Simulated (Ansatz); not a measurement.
Program: Ansatz. Geometries: PBE0-D4/def2-TZVP. ΔE: electronic, gas phase. CCSD(T)/CBS is the MP2 limit (def2-TZVPP, def2-QZVPP) plus CCSD(T) − MP2 in def2-TZVPP, frozen cores. This one scheme is used for every species, atoms too. For atomizations the MP2-based limit and the directly extrapolated one differ by several kJ/mol either way, and by 10 to 25 for some Ge, Se and Sn compounds, so smaller differences from it don't rank the levels. Functionals use def2-TZVPP. B3LYP here is the variant with VWN-RPA as its local correlation; programs differ in this. Open shells (•) are unrestricted, without spin–orbit coupling. Spin–orbit coupling would lower the free atoms: a little for C, Si. One conformer a species, not always the lowest.

Consider the atomization: `CNC[SiH3]` → 2 C• + 9 H• + N• + Si•.

```json
{"level": "r2SCAN-D4", "ΔE (kJ/mol)": "4498.9"}
{"level": "B3LYP", "ΔE (kJ/mol)": "4490.3"}
{"level": "CCSD/def2-SVP", "ΔE (kJ/mol)": "4237.7"}
{"level": "MP2/def2-TZVPP", "ΔE (kJ/mol)": "4406.9"}
```

Question: What does CCSD(T)/CBS give? (Best estimate.)

Answer: The calculation gave: +4510.5 kJ/mol. The listed levels differ from it by -11.6, -20.2, -272.8, -103.6 kJ/mol.

Question: What do rigid-rotor, harmonic-oscillator terms from PBE0-D4/def2-TZVP frequencies (298.15 K, 1 bar) make of the CCSD(T)/CBS value? (Best estimate.)

Answer: Ansatz gave: ΔZPE = -281.6 kJ/mol, ΔH = +4289.8 kJ/mol, ΔS = 1344 J/(mol·K), ΔG = +3889.1 kJ/mol. Open shells count their whole term as degenerate.

Largest T1 diagnostic among the species: 0.012.

The D4 term adds +35.2 kJ/mol with B3LYP and +18.5 kJ/mol with PBE0; it sums over pairs of atoms, weighted by their polarisabilities, and B3LYP, whose exchange is more repulsive, gets the larger term. In def2-TZVPP, CCSD(T) changes the Hartree–Fock value by +1083.5 kJ/mol (the triples alone add +49.8 kJ/mol) and MP2 by +1091.3 kJ/mol; breaking electron pairs costs correlation energy, which Hartree–Fock lacks.
